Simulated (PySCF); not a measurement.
This script is equivalent to a calculation on N+ (nitrogen, charge +1).

```python
from pyscf import gto, scf, dft, mp, cc
import basis_set_exchange as bse
mol = gto.M(atom="N 0 0 0", charge=1, spin=2, symmetry="D2h",
            basis=gto.basis.parse(bse.get_basis("aug-cc-pVDZ", elements=["N"], fmt="nwchem", header=False)))
mf = scf.UHF(mol)
mf.irrep_nelec = {'Ag': (2, 2), 'B1u': (1, 0), 'B2u': (1, 0)}
mf.kernel()
```

(1) What total energy does it give?

(2) Which occupied shell lies highest, and where?

(3) What is ⟨S²⟩, and what would a pure spin state give?

Results:

(1) -53.88126 hartree (calculated).

(2) 2p α, at -30.352 eV.

(3) 2.007, against 2.00.
